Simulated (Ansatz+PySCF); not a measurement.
The numbers below are computed, except where a source is named.
A run of PySCF 2.14.0 on singlet BeH₂ at this shape:

| atom | x (Å) | y (Å) | z (Å) |
| --- | --- | --- | --- |
| Be | 0.0000 | 0.0000 | 0.0000 |
| H | 0.0000 | 0.6139 | 1.5875 |
| H | 0.0000 | -0.6139 | 1.5875 |

Its results:

```
Converged                       : yes
Reference energy                : -15.53846 hartree
CCSD correlation energy         : -0.09660 hartree
Triples correction              : -0.00147 hartree
Total energy                    : -15.63653 hartree
Spin squared of the determinant : 0.000
```

(1) Which input gives this output? Name the method, the orbitals and the basis set, and write the input.

Answers

(1) RHF-CCSD(T) in 6-31G. An unrestricted run that stays on the closed shell gives the same numbers.

```python
from pyscf import gto, scf, cc

mol = gto.M(atom="""
Be 0.000000 0.000000 0.000000
H 0.000000 0.613850 1.587530
H 0.000000 -0.613850 1.587530
""", basis='6-31g', charge=0, spin=0)
mf = scf.RHF(mol)
mf.kernel()
mycc = cc.CCSD(mf, frozen=1).run()
et = mycc.ccsd_t()
print(mf.e_tot, mycc.e_corr, et, mycc.e_tot + et)
```

Caution: large amplitudes, a single reference is doubtful; an unrestricted determinant lies well below.
